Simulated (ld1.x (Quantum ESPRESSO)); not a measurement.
## Logarithmic derivatives: Ga, TM

Ga, norm-conserving Troullier–Martins (Kleinman–Bylander form), made with ld1.x (Quantum ESPRESSO) 7.5 (LDA (PZ), scalar-relativistic). Core [Ar] 3d10, reference 4s2 4p0 (charge +1). Waves: 4p (bound, empty): rc 1.65 bohr; 4d channel at -0.2 Ry: rc 1.65 bohr; 4s (bound): rc 1.40 bohr. Local part: the s channel. Core correction: none.

The phase is arctan(r·u′/u) with u = r·R(r), unwrapped; energies in Ry, scanned from -3 to 5 Ry. A pole is an energy at which the radial function vanishes at the test radius. The pseudo phase is shifted by a multiple of π to meet the all-electron one at the reference energy, and phase errors are pseudo minus all-electron; the curves can meet again beyond the range given. Levels narrower than the energy grid can be missing from the lists of poles.

Problem. For each channel, where are the poles, and over which energies does the pseudopotential scatter like the atom?

Solution.

```tsv
channel	radius (bohr)	reference energy (Ry)	poles, all-electron	poles, pseudo	unbroken range about the reference energy with phases within 0.05 rad	phase error 1 Ry above the reference energy (rad)
s	1.79	-1.22	3.92	2.81	below 2.3	-0.014
p	1.79	-0.68	none	none	the whole range	+0.009
d	1.79	-0.20	-1.75	-1.78	-1.9 to 2.4	+0.001
```

Note: ghost states, extra bound levels that the all-electron valence spectrum of the same l lacks: p at -550.5 eV, d at -28.3 eV. A true bound ghost makes a file unfit for plane-wave use.

Phases in the s channel:

```tsv
E (Ry)	all-electron	pseudo
-3.00	1.029	1.022
-2.76	0.979	0.972
-2.52	0.916	0.910
-2.28	0.838	0.833
-2.04	0.738	0.733
-1.80	0.607	0.604
-1.56	0.437	0.435
-1.32	0.221	0.221
-1.08	-0.035	-0.035
-0.84	-0.303	-0.306
-0.60	-0.551	-0.558
-0.36	-0.755	-0.767
-0.12	-0.915	-0.930
0.12	-1.037	-1.056
0.36	-1.132	-1.154
0.60	-1.206	-1.231
0.84	-1.266	-1.293
1.08	-1.314	-1.345
1.32	-1.354	-1.388
1.56	-1.388	-1.425
1.80	-1.417	-1.458
2.04	-1.443	-1.488
2.28	-1.465	-1.515
2.52	-1.485	-1.541
2.76	-1.503	-1.565
3.00	-1.519	-1.590
3.24	-1.534	-1.615
3.48	-1.548	-1.641
3.72	-1.560	-1.670
3.96	-1.573	-1.702
4.20	-1.584	-1.741
4.44	-1.595	-1.790
4.68	-1.605	-1.855
4.92	-1.616	-1.952
```
